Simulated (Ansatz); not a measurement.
## Nudged elastic band run: C$_{2}$H$_{3}$BFN

Input:

```yaml
crystal:
  periodic: [false, false, false]
  atoms:
    - { symbol: C, position_ang: [-0.34131, -0.659859, 0.733558] }
    - { symbol: B, position_ang: [0.44409, -0.095262, -0.491145] }
    - { symbol: F, position_ang: [1.309263, -0.835436, -1.189289] }
    - { symbol: C, position_ang: [0.259409, 1.37686, -0.968616] }
    - { symbol: "N", position_ang: [0.082862, 2.492736, -1.292332] }
    - { symbol: H, position_ang: [-1.431372, -0.558299, 0.57368] }
    - { symbol: H, position_ang: [-0.107394, -1.716189, 0.93971] }
    - { symbol: H, position_ang: [-0.123448, -0.061551, 1.638635] }
magnetization:
  spin_polarized: true
basis:
  gaussian: { orbitals: "6-31G*" }
hamiltonian:
  xc: pbe
neb:
  order_check: false
  images: 3
  f_tol: 0.03
  max_iterations: 60
  climbing: false
  final_atoms:
    - { symbol: C, position_ang: [-0.34097855, -0.65929115, 0.73439817] }
    - { symbol: B, position_ang: [0.59649757, 0.04034983, -0.29917105] }
    - { symbol: F, position_ang: [1.86042466, -0.34399353, -0.49400778] }
    - { symbol: C, position_ang: [0.10145167, 1.23612746, -1.16830398] }
    - { symbol: "N", position_ang: [-0.31892723, 2.13400286, -1.79967815] }
    - { symbol: H, position_ang: [-0.72668578, 0.07534775, 1.46585751] }
    - { symbol: H, position_ang: [-1.23766572, -1.06271263, 0.22711001] }
    - { symbol: H, position_ang: [0.15798337, -1.47683058, 1.27799626] }
  initial_path:
    images:
      - { positions_ang: [[-0.34131, -0.659859, 0.733558], [0.44409, -0.095262, -0.491145], [1.309263, -0.835436, -1.189289], [0.259409, 1.37686, -0.968616], [0.082862, 2.492736, -1.292332], [-1.431372, -0.558299, 0.57368], [-0.107394, -1.716189, 0.93971], [-0.123448, -0.061551, 1.638635]] }
      - { positions_ang: [[-0.33735448, -0.69697602, 0.8387471], [0.47833634, -0.09867755, -0.36534611], [1.52225592, -0.78588373, -0.8887072], [0.19896414, 1.26674055, -0.99455601], [-0.09575464, 2.2842908, -1.4551058], [-1.36737036, -0.31279279, 0.81289135], [-0.36125695, -1.35188373, 0.24202193], [0.05428002, -0.36181753, 1.75425575]] }
      - { positions_ang: [[-0.33339896, -0.73409304, 0.9439362], [0.51258268, -0.10209309, -0.23954722], [1.73524884, -0.73633146, -0.58812541], [0.13851929, 1.15662109, -1.02049602], [-0.27437127, 2.07584559, -1.61787961], [-1.30336872, -0.06728657, 1.0521027], [-0.61511989, -0.98757845, -0.45566615], [0.23200804, -0.66208407, 1.86987651]] }
      - { positions_ang: [[-0.33718876, -0.6966921, 0.83916719], [0.55454013, -0.03087163, -0.26935914], [1.79783675, -0.5401625, -0.54106659], [0.11998548, 1.19637427, -1.0944], [-0.29664925, 2.10492423, -1.70877888], [-1.01502725, 0.00403059, 1.2589801], [-0.92639281, -1.02514554, -0.11427807], [0.1949957, -1.06945732, 1.57393638]] }
      - { positions_ang: [[-0.34097855, -0.65929115, 0.73439817], [0.59649757, 0.04034983, -0.29917105], [1.86042466, -0.34399353, -0.49400778], [0.10145167, 1.23612746, -1.16830398], [-0.31892723, 2.13400286, -1.79967815], [-0.72668578, 0.07534775, 1.46585751], [-1.23766572, -1.06271263, 0.22711001], [0.15798337, -1.47683058, 1.27799626]] }
```

Run as:

```bash
$ ansatz run input.yaml --threads 2 --pin off --max-ram 3072MiB --backend cpu --events-out ev --progress --plain --runs-dir out
```

Output, in part (warnings, iteration lines, the closing report on the highest movable image, with atoms numbered from 0):

```
NEB end point (image 0): max|allowed force component| = 9.448e-3 eV/Å (the criterion of neb.relax_end_points is 1.000e-2)
NEB end point (image 4): max|allowed force component| = 7.286e-3 eV/Å (the criterion of neb.relax_end_points is 1.000e-2)
NEB iter   1: max|band force component| = 1.305e1 eV/Å  barrier→ = 3.4138 eV  barrier← = 3.4138 eV  Δτ_max = 0.2000 Å  (161 SCF iters)
NEB iter   2: max|band force component| = 4.316e0 eV/Å  barrier→ = 1.7611 eV  barrier← = 1.7611 eV  Δτ_max = 0.2000 Å  (106 SCF iters)
NEB iter   3: max|band force component| = 2.179e0 eV/Å  barrier→ = 1.0698 eV  barrier← = 1.0698 eV  Δτ_max = 0.2000 Å  (100 SCF iters)
NEB iter   4: max|band force component| = 2.208e0 eV/Å  barrier→ = 0.6440 eV  barrier← = 0.6440 eV  Δτ_max = 0.1955 Å  (101 SCF iters)
NEB iter   5: max|band force component| = 1.945e0 eV/Å  barrier→ = 0.3487 eV  barrier← = 0.3487 eV  Δτ_max = 0.1980 Å  (99 SCF iters)
NEB iter   6: max|band force component| = 7.841e-1 eV/Å  barrier→ = 0.1268 eV  barrier← = 0.1268 eV  Δτ_max = 0.1756 Å  (97 SCF iters)
NEB iter   7: max|band force component| = 3.063e-1 eV/Å  barrier→ = 0.0312 eV  barrier← = 0.0312 eV  Δτ_max = 0.0472 Å  (97 SCF iters)
NEB iter   8: max|band force component| = 1.939e-1 eV/Å  barrier→ = 0.0170 eV  barrier← = 0.0170 eV  Δτ_max = 0.0196 Å  (98 SCF iters)
NEB iter   9: max|band force component| = 1.570e-1 eV/Å  barrier→ = 0.0132 eV  barrier← = 0.0132 eV  Δτ_max = 0.0137 Å  (100 SCF iters)
NEB iter  10: max|band force component| = 4.391e-2 eV/Å  barrier→ = 0.0116 eV  barrier← = 0.0116 eV  Δτ_max = 0.0196 Å  (84 SCF iters)
NEB iter  11: max|band force component| = 3.418e-2 eV/Å  barrier→ = 0.0110 eV  barrier← = 0.0110 eV  Δτ_max = 0.0040 Å  (80 SCF iters)
NEB iter  12: max|band force component| = 7.338e-3 eV/Å  barrier→ = 0.0110 eV  barrier← = 0.0110 eV  Δτ_max = 0.0000 Å  (163 SCF iters)
Total energy: -6999.05963120 eV, -257.2106973136 hartree
Atom 0 at    -0.385064    -0.643406     0.722794 Å, force     0.004174     0.004909     0.000614 eV/Å
Atom 1 at     0.535793     0.001907    -0.361365 Å, force    -0.007349     0.004286     0.003437 eV/Å
Atom 2 at     1.693609    -0.569901    -0.707089 Å, force     0.003817    -0.001616    -0.002470 eV/Å
Atom 3 at     0.178364     1.326315    -1.097890 Å, force     0.003491    -0.002619    -0.001965 eV/Å
Atom 4 at    -0.137245     2.328010    -1.625825 Å, force    -0.000490     0.000116     0.001029 eV/Å
Atom 5 at    -1.308972    -0.079385     0.918592 Å, force    -0.004024    -0.003918    -0.002717 eV/Å
Atom 6 at    -0.655874    -1.673105     0.421479 Å, force    -0.001002     0.003070     0.003272 eV/Å
Atom 7 at     0.171488    -0.747436     1.673505 Å, force     0.001383    -0.004229    -0.001201 eV/Å
Dipole moment:    -0.047431    -0.511615     0.407974 e Å
```

The run converged. No image climbed, so the highest image needn't sit at the top of the path. So few images can step over the top or miss a turn of the path.

Final band:

```tsv
image	path coordinate (Å)	energy (eV)
0	0.00	0.000
1	0.75	0.005
2	1.50	0.011
3	2.25	0.005
4	3.00	0.000
```

The run took 64 s on 2 threads of Arm Neoverse V1, with other jobs on the host, peak memory 0.13 GiB.
